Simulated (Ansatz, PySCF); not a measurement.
CH5InO2, singlet, geometry from GFN2-xTB (such geometries of metal compounds can be far from the true shape) (all electrons, no relativity). Base run: CASSCF(6,5)/STO-3G (PySCF).

The PySCF input:
```python
from pyscf import gto, scf, mcscf
import numpy

mol = gto.M(
    atom='''
In    0.00884412   -0.00709837    0.00333953
C     1.97851815   -0.09957697   -0.99718166
H     2.55130879   -0.86745357   -0.49377320
H     2.46099881    0.86771973   -0.90301956
H     1.82695821   -0.34994177   -2.04201475
O    -0.51316295   -1.07305305    1.54615635
H    -1.41174589   -0.84879620    1.79149278
O    -1.52554669    1.12684412   -0.46187477
H    -1.42231335    1.71342485   -1.20748500
''',
    basis='sto-3g',
    verbose=3,
)

mf = scf.RHF(mol)
mf.kernel()
mc = mcscf.CASSCF(mf, 5, 6)
mc.fix_spin_(ss=0.0)
mc.kernel()
occ = numpy.linalg.eigvalsh(mc.fcisolver.make_rdm1(mc.ci, mc.ncas, mc.nelecas))[::-1]
ss = mc.fcisolver.spin_square(mc.ci, mc.ncas, mc.nelecas)[0]
print('natural occupations', occ.round(4), ' <S^2>', round(ss, 4))
```

Programs used: Ansatz (a program for electronic structure), PySCF; a row that names a program was run with it.

Variants of this job, named by their change:

```
change                                                ΔE vs base (mEh)                      natural occupations  <S^2> of the state        outcome
----------------------------------------------------  ----------------  ---------------------------------------  ------------------  -------------
base                                                             0.000                 2.00 1.98 1.96 0.04 0.02                0.00      converged
code = ansatz                                                  -16.234                                        -                   -      converged
active space = 4 electrons, 4 orbitals                           1.892                      1.98 1.96 0.04 0.02                0.00      converged
correction = SC-NEVPT2                                          -138.3                 2.00 1.98 1.96 0.04 0.02                0.00      converged
active space = 6 electrons, 4 orbitals                               -                                        -                   -  not converged
code = ansatz; correction = SC-NEVPT2, all electrons            -139.7                                        -                   -      converged
state_average = 2 states                                             -                                        -                   -  not converged
active space = 10 electrons, 8 orbitals                        -26.030  2.00 1.98 1.98 1.97 1.96 0.05 0.04 0.03                0.00      converged
conv_tol = 1e-5                                                  1.588                 2.00 1.98 1.96 0.04 0.02                0.00      converged
start = MP2 natural orbitals                                   -16.247                 2.00 1.97 1.97 0.03 0.03                0.00      converged
fix_spin_ = off                                                  0.000                 2.00 1.98 1.96 0.04 0.02                0.00      converged
```

Active orbitals are taken around the Fermi level unless the row says otherwise; CASSCF can end in different local minima, and two programs can end on different orbitals. State-averaged rows give the lowest state.
